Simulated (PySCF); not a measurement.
Polarisability and C₆ of Sn⁺ (tin, charge +1)

[Kr] 4d10 5s2 5p1, 2P determinant. All numbers are calculated (PySCF 2.14, the spin-free X2C one-electron Hamiltonian (Gaussian nucleus), in aug-cc-pwCVTZ-DK3 with one added diffuse shell each of s, p, d, f type (11s10p8d5f1g, 125 functions)). Coupled (time-dependent) response in atomic units; α is the mean over directions.

| method | mean α (bohr³) | α xx, yy, zz | C₆ (like pair) | S(−4) |
| --- | --- | --- | --- | --- |
| TPSSh | 27.66 | 25.79, 31.38, 25.79 | 217.9 | 257.2 |
| PW91 | 27.15 | 25.00, 31.44, 25.00 | 210.0 | 259.8 |

S(−4) is the Cauchy moment in α(ω) = α(0) + S(−4) ω² + …

Spin-orbit coupling is absent.

α(iu) at TPSSh:

```csv
u (hartree),α(iu) (bohr³)
0,27.66
0.0500,27.03
0.100,25.35
0.200,20.53
0.300,15.94
0.500,9.952
0.750,6.353
1.00,4.567
1.50,2.859
2.00,2.030
3.00,1.208
5.00,0.5730
```

A single London oscillator, α(iu) = α/(1 + u²/ω²), gives C₆ = (3/4) ω α². Matching the computed C₆ needs ω = 4 × 217.9 / (3 × 27.66²) = 0.380 hartree.

For an ion, C₆ is the dispersion term alone; charge-induced terms of lower order in 1/R come first.

The components differ because the open shell of this determinant is not spherical; for a pure term their mean is the scalar polarisability.
